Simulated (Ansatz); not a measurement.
A made-up structure of CH$_{3}$Zn, doublet:

```tsv
atom	x (Å)	y (Å)	z (Å)
C1	-0.3791	-0.7331	0.0628
Zn2	0.4949	0.9568	-0.0818
H3	-0.1921	-1.4471	0.8628
H4	-0.0604	0.8080	1.3360
H5	1.1989	2.3180	-0.1984
```

It is relaxed with PBE-D4/def2-SVP and then PBE0-D4/def2-TZVP (Ansatz 0.2.0). Atoms count as bonded within 1.22 times the sum of their covalent radii (H–H: 0.88 Å). The end point is not checked to be a true minimum.

**Question.** Does its bonding change? (A judgement: the text doesn't fix the answer.)

**Answer.** By the calculation: Yes. Formed: C1–H4; broken: Zn2–H4.

Where it ends: The first stage lowers the energy by 3.37 eV in 10 steps. It ends as CH₃Zn ([CH2][ZnH]):
C1  (-0.169, -0.255, 0.765)
Zn2  (0.711, 1.210, -0.085)
H3  (-0.090, -1.288, 0.431)
H4  (-0.809, -0.154, 1.640)
H5  (1.419, 2.389, -0.770)
(Å)

Labels in which every atom is bracketed show which atoms are joined, not bond orders.

For scale, one of the runs: PBE0-D4/def2-TZVP relaxation, 97 basis functions, launched by `ansatz run in.yaml --threads 2 --pin off --events-out ev --progress --plain --max-ram 4352MiB`. The run took about 12 s on 2 CPU threads of an Arm Neoverse V2 (shared host).
